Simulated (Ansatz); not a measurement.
C2H2F6OTi (`FC(F)(F)C[O][Ti]([F])([F])[F]`). Total charge 0; spin multiplicity 1. The structure was optimised at the PBE0-D4/def2-TZVP level. It is one conformer, not always the lowest.

```xyz
12

F     0.781    1.794   -0.258
C     1.408    0.821    0.410
F     1.059    0.923    1.692
F     2.723    1.031    0.316
C     1.067   -0.544   -0.158
O    -0.296   -0.768   -0.115
Ti   -2.016   -0.426   -0.245
F    -2.454    0.876    0.835
F    -2.384    0.043   -1.890
F    -2.914   -1.871    0.168
H     1.433   -0.580   -1.189
H     1.593   -1.298    0.434
```

Q: What is the dipole moment at PBE/def2-TZVPP? (Estimate.)

A: Computed: 2.62 D, with components (2.16, -1.39, -0.52) D in this frame, pointing from negative to positive charge.

Q: And with r2SCAN, B3LYP, ωB97M-V? (An estimate is asked.)

A: Computed: r2SCAN 2.66 D, B3LYP 2.73 D, ωB97M-V 2.64 D.

Q: Give the Mulliken charges with PBE, ωB97M-V, B3LYP in def2-TZVPP. (An estimate is asked.)

A: Computed: 
| atom | PBE | ωB97M-V | B3LYP |
| --- | --- | --- | --- |
| F1 | -0.13 | -0.16 | -0.18 |
| C2 | 0.40 | 0.47 | 0.52 |
| F3 | -0.13 | -0.16 | -0.17 |
| F4 | -0.13 | -0.16 | -0.17 |
| C5 | -0.06 | -0.07 | -0.02 |
| O6 | -0.43 | -0.48 | -0.51 |
| Ti7 | 1.17 | 1.31 | 1.36 |
| F8 | -0.30 | -0.33 | -0.35 |
| F9 | -0.31 | -0.34 | -0.35 |
| F10 | -0.31 | -0.34 | -0.35 |
| H11 | 0.11 | 0.13 | 0.11 |
| H12 | 0.11 | 0.13 | 0.11 |

B3LYP here is the variant with VWN-RPA as its local correlation; programs differ in this.
